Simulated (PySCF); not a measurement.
Computed with PySCF with PBE-D3(BJ)/def2-TZVP // r2SCAN-D4/def2-SVP. Gas-phase values, no solvent. One relaxed conformer stands for a flexible species; it need not be the lowest. Excitations are Tamm–Dancoff values on a coarser integration grid. The basis has no diffuse functions, so Rydberg states are missing or too high.

Reference species (SMILES): `[Br][In]([Br])[Br]` (neutral, multiplicity 1).

```
Quantity          Result
---------------  -------
HOMO–LUMO gap    3.48 eV
S1–T1 gap (TDA)  0.28 eV
```

Changed species: `C[CH2][In]([Br])[Br]` (C–C–In–Br torsion 175°) (1 of 3 Br replaced by C2H5; the reference has 0 of 3 Br replaced by C2H5).

**Question.** Predict the effect on the HOMO–LUMO gap and S1–T1 gap (TDA).

**Answer.** the HOMO–LUMO gap rises by 0.54 eV, to 4.02 eV; the S1–T1 gap (TDA) goes up by 0.24 eV, to 0.52 eV.
